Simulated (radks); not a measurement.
Valence configurations of neutral chromium (all share [Ar]). All-electron calculation, non-relativistic Kohn-Sham, r2SCAN, spin-polarised, spherical densities, point nucleus; open shells are filled with parallel spins first; meta-GGA in the generalised Kohn-Sham scheme. Program: a radial shooting solver on a logarithmic mesh with Libxc functionals. Energies are relative to 3d5 4s1; eigenvalues in eV for spin up.

| valence | E (eV) | moment (Bohr magnetons) | e(3d) | e(4p) | e(4s) |
|---|---|---|---|---|---|
| 3d5 4s1 | 0.000 | 6 | -3.968 | - | -4.607 |
| 3d4.5 4s1.5 | 1.231 | 5 | -5.798 | - | -5.096 |
| 3d4.5 4s1 4p0.5 | 1.817 | 6 | -6.285 | -1.856 | -5.627 |
| 3d4 4s2 | 2.674 | 4 | -7.738 | - | -5.400 |
| 3d5 4p1 | 3.410 | 6 | -5.364 | -1.898 | - |
| 3d4.5 4s0.5 4p1 | 3.688 | 6 | -6.963 | -2.228 | -5.942 |
| 3d4 4s1 4p1 | 4.483 | 6 | -8.827 | -2.547 | -6.624 |
| 3d6 | 4.949 | 4 | -4.430 | - | - |
| 3d4 4p2 | 8.540 | 6 | -10.108 | -3.136 | - |
| 3d3 4p3 | 17.625 | 6 | -15.635 | -4.320 | - |

NIST lists [Ar] 3d5 4s1 as the ground configuration; this level of theory agrees among the configurations tried. The energies are those of spherical high-spin densities, not of single terms.
